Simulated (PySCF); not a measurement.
**RhCl at PBE0**

Computed with PBE0; Rh def2-TZVPP with ECP28, Cl def2-TZVPP; scalar-relativistic core potentials (PySCF 2.14).

```
state                                                     : ³Σ⁻ (triplet), unpaired electrons π ↑↑, a second solution, started from another occupation
bond length                                               : 2.214 Å
harmonic wavenumber                                       : 350 cm⁻¹
force constant                                            : 1.88 mdyn/Å
rotational constant Be                                    : 0.1318 cm⁻¹
anharmonicity ωexe                                        : 1.15 cm⁻¹
vibration–rotation constant αe                            : 0.000650 cm⁻¹
energy of the minimum from ground-state Rh (4d8 5s1) + Cl : -3.25 eV
bond order (Mayer)                                        : 1.17
dipole moment (positive dipole means Rh(−)Cl(+))          : -4.60 D
```

These are scalar-relativistic numbers at best; spin–orbit coupling would shift them, the dissociation energy most.
